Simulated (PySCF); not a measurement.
## Where the electron goes

Compound: C3H11PSi2.
Structure used (PBE0-D3(BJ)/def2-SVP), in Å, numbered top down from 1:
```
atom  x, y, z in Å
C1    -2.020    1.145    0.250
Si2   -1.266   -0.534   -0.100
C3     0.198   -0.446   -1.324
Si4    1.345   -0.598    0.185
P5     2.021    1.471    0.813
C6    -0.104   -1.126    1.296
H7    -2.528    1.542   -0.643
H8    -1.232    1.857    0.542
H9    -2.756    1.088    1.067
H10   -2.324   -1.526   -0.478
H11    0.251   -1.337   -1.971
H12    0.289    0.450   -1.956
H13    2.477   -1.572    0.057
H14    2.823    1.002    1.899
H15    3.116    1.528   -0.103
H16   -0.199   -0.644    2.280
H17   -0.138   -2.219    1.438
```

Computed, not measured: TDDFT CAM-B3LYP/def2-SVPD, vertical, gas phase, core orbitals frozen in the response in PySCF 2.14.0, density-fitted response routines.

Kohn–Sham orbitals with the atoms that hold most of them (Löwdin shares over 4%, at most four atoms; ? is withheld):

```csv
orbital,ε (eV),atoms
LUMO+2,1.47,"P5 21%, Si4 14%, Si2 9%, C1 9%"
LUMO+1,1.16,"Si4 16%, Si2 12%, C3 11%, C6 11%"
LUMO,?,?
HOMO,-8.57,"P5 54%, Si4 16%, C6 5%, H14 5%"
HOMO-1,-8.79,?
HOMO-2,-9.62,"C6 26%, C3 26%, Si2 17%, Si4 12%"
HOMO-3,-10.09,"C3 29%, C6 28%, Si4 13%, Si2 7%"
```

Question: Give the leading atoms of the HOMO-1.

Answer: P5 (bonded to Si and 2 H) 16%; C3 (bonded to 2 Si and 2 H) 14%; Si4 (bonded to 2 C, P and H) 14%; C6 (bonded to 2 Si and 2 H) 14%. By element: carbon 28% or more, phosphorus 16%, silicon 14% or more.

Question: Give the leading atoms of the LUMO.

Answer: Si4 (bonded to 2 C, P and H) 23%; P5 (bonded to Si and 2 H) 15%; Si2 (bonded to 3 C and H) 9%; H13 (bonded to Si) 7%. By element: silicon 33%, phosphorus 15%, hydrogen 7% or more.

Question: What is the LUMO energy, and the HOMO–LUMO gap?

Answer: ε(LUMO) = 1.03 eV; the gap is 9.61 eV (0.3531 hartree).

Question: The HOMO–LUMO gap is 9.61 eV. Where does the response calculation put the lowest singlet, and from which orbitals?

Answer: S1 is at 6.41 eV (f = 0.0036), 3.19 eV below the gap, made of HOMO→LUMO+1 (54%), HOMO→LUMO+4 (26%). Its leading pair isn't HOMO and LUMO; the energies of that pair differ by 9.73 eV. Without the coupling terms of the response equations the lowest excitation would equal the gap.

Question: Give energy, strength and leading configuration of S3 and S4, and follow the Löwdin shares of the leading atoms from the occupied to the empty orbital.

Answer: 
- S3 (6.68 eV, f 0.0061), HOMO-1→LUMO+1 (73%): P5 16% → at most 12%, C3 14% → 11%, Si4 14% → 16%, Si2 at most 14% → 12%
- S4 (6.95 eV, f 0.0028), HOMO-1→LUMO (72%): P5 16% → 15%, C3 14% → at most 8%, Si4 14% → 23%

Löwdin shares depend on the basis, the more so with diffuse functions.

One conformer stands for the species.
